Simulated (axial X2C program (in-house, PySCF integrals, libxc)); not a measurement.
# Which molecule gave these maps?

PBE0 fields computed with an in-house all-electron X2C program for linear molecules (integrals from PySCF), with spin–orbit coupling, near the equilibrium distance, one atom at z = 0.

The maps cover the half plane through the axis: z from -2.4 to 4.2 Å along the bond, ρ from 0.15 to 2.25 Å away from it.

log10 of the density in e/bohr³:

```
 ρ\z  -2.4  -1.8  -1.2  -0.6   0.0   0.6   1.2   1.8   2.4   3.0   3.6   4.2
0.15  -3.4  -2.4  -1.4  -0.5   1.4  -0.5  -0.9   0.5   0.9  -1.0  -1.8  -2.8
0.45  -3.4  -2.5  -1.6  -0.8   0.1  -0.8  -1.0  -0.3  -0.1  -1.1  -1.9  -2.8
0.75  -3.5  -2.6  -1.8  -1.1  -0.8  -1.0  -1.2  -1.0  -0.9  -1.4  -2.1  -3.0
1.05  -3.7  -2.8  -2.0  -1.4  -1.2  -1.4  -1.5  -1.4  -1.3  -1.7  -2.3  -3.1
1.35  -3.9  -3.1  -2.3  -1.8  -1.6  -1.7  -1.9  -1.7  -1.7  -2.0  -2.6  -3.3
1.65  -4.1  -3.4  -2.7  -2.2  -2.1  -2.1  -2.2  -2.1  -2.1  -2.4  -2.9  -3.6
1.95  -4.3  -3.7  -3.1  -2.7  -2.5  -2.5  -2.6  -2.6  -2.6  -2.8  -3.3  -3.9
2.25  -4.6  -4.0  -3.5  -3.1  -2.9  -3.0  -3.0  -3.0  -3.0  -3.2  -3.6  -4.2
```

Electron localisation function (collinear form, no current term, damped to 0 at low density):

```
 ρ\z  -2.4  -1.8  -1.2  -0.6   0.0   0.6   1.2   1.8   2.4   3.0   3.6   4.2
0.15  0.03  0.37  0.78  0.20  0.24  0.16  0.59  0.73  0.77  0.49  0.78  0.29
0.45  0.02  0.34  0.77  0.35  0.48  0.28  0.63  0.27  0.37  0.66  0.76  0.26
0.75  0.02  0.28  0.74  0.75  0.32  0.63  0.63  0.26  0.29  0.81  0.71  0.21
1.05  0.01  0.20  0.65  0.83  0.77  0.70  0.55  0.58  0.73  0.84  0.62  0.14
1.35  0.00  0.12  0.51  0.76  0.77  0.61  0.42  0.59  0.78  0.76  0.48  0.07
1.65  0.00  0.05  0.33  0.59  0.62  0.45  0.28  0.45  0.65  0.60  0.29  0.02
1.95  0.00  0.01  0.16  0.38  0.42  0.26  0.15  0.28  0.44  0.38  0.12  0.01
2.25  0.00  0.00  0.04  0.16  0.20  0.11  0.07  0.14  0.21  0.15  0.03  0.00
```

Axial spin density in 10⁻³ e/bohr³:

```
 ρ\z  -2.4  -1.8  -1.2  -0.6   0.0  0.6   1.2    1.8    2.4   3.0   3.6   4.2
0.15   0.0   0.1   0.6   0.9  -9.6  0.8   0.3    0.8   -1.2   2.0   0.6   0.1
0.45   0.0   0.0   0.0  -2.5  -1.2  0.7  -0.3   -6.2   -4.2  -2.0   0.0   0.0
0.75   0.0  -0.1  -0.5  -4.2  -6.8  0.6  -0.8  -13.4  -16.8  -4.7  -0.5   0.0
1.05   0.0  -0.1  -0.6  -2.9  -3.9  0.5  -0.6   -9.5  -12.6  -4.2  -0.7  -0.1
1.35   0.0  -0.1  -0.4  -1.4  -1.5  0.3  -0.4   -4.7   -6.3  -2.7  -0.6  -0.1
1.65   0.0  -0.1  -0.2  -0.6  -0.5  0.2  -0.2   -2.0   -2.7  -1.4  -0.4  -0.1
1.95   0.0   0.0  -0.1  -0.2  -0.2  0.1  -0.1   -0.8   -1.1  -0.7  -0.2  -0.1
2.25   0.0   0.0  -0.1  -0.1   0.0  0.1   0.0   -0.3   -0.4  -0.3  -0.1   0.0
```

Question: Which molecule is it?
A. HsP⁺
B. TaSi⁺
C. LiSb⁻
D. AsSe

Answer: D. AsSe, with Se at z = 0 and As at z = 2.143 Å, state Ω = 1/2 (⟨Sz⟩ = -0.50, ⟨Lz⟩ = 1.00 at PBE0), basis Se dyall-cv3z [8s9p6d4f1g], As dyall-cv3z [9s9p6d4f1g] (cores contracted in-house). One determinant describes the state; a PBE0 search over occupations chose it and may have missed a lower one. Density functionals use the spin component along the axis (collinear). Without a current term, density functionals place determinants with orbital angular momentum somewhat too high. The determinant is spin-polarised beyond a pure state at some levels (its spin-free form has ⟨S²⟩ too high), which makes Re and μ there less reliable.
